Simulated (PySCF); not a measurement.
# Unknown compound

Molecular formula: C8H12. Simulated spectra:

$^{1}$H NMR (300 MHz, computed): δ 7.58 (s, 1H), 3.94 (m, 1H), 3.85 (m, 1H), 1.29 (s, 9H).

$^{13}$C{$^{1}$H} NMR (computed): δ 162.2 (C), 129.4 (CH), 127.1 (C), 62.3 (CH2), 34.2 (C), 28.9 (CH3).

[PySCF 2.14: PBE0/pcSseg-1 with gauge-including orbitals; geometry from GFN2-xTB; non-relativistic; single conformer; no solvent model; equivalent nuclei averaged]

δ = σ(ref) − σ, references computed at the same level: $^{1}$H (σref 31.72) and $^{13}$C (σref 186.93) vs TMS.

Which candidate is it?
A. C(=C1CC1)C1CCC1
B. C=CC#CC(C)(C)C
C. C=C[C@H]1C[C@H]2C[C@H]2C1
D. C=C1C=C1C(C)(C)C

## Answers

D. 

The formula gives 3 degrees of unsaturation (1 ring in the answer). 6 carbon signals for 8 carbons: some carbons are equivalent by symmetry or fast rotation. Carbon types of the structure: 3 × C, 1 × CH, 1 × CH2, 3 × CH3, which accounts for all hydrogens. δC 162.2, 127.1: fully substituted alkene carbon; as expected for a trigonal carbon in a double bond. δC 129.4: alkene CH; as expected for a trigonal carbon in a double bond. δC 62.3: terminal =CH2 carbon. δC 34.2: allylic quaternary sp3 carbon; saturated and bonded to C and H only. δH 3.94, 3.85: hydrogen on a terminal =CH2 carbon; olefinic region.

The others: C=C[C@H]1C[C@H]2C[C@H]2C1 would give 9 signals for carbon-bound and other non-exchanging H, not 4; C=CC#CC(C)(C)C has carbons computed at 133.9, 125.7, 110.1, 86.4, 32.9, 28.6; C(=C1CC1)C1CCC1 would give 7 carbon signals, not 6.

Shifts are as computed. Against solution values, carbons near 30 ppm lie about +3 ppm off and those near 130 ppm about +5 ppm. Of 1211 compounds with measured shifts, 218 miss one by over three times the rms of a fit or turn the order of signals round; such compounds aren't used in these exercises. No couplings were computed; multiplicities are counted from neighbouring protons, with m where these are inequivalent, close in shift, in a saturated or five-membered ring or joined by F or P, and br s for small geminal =CH2 splittings.
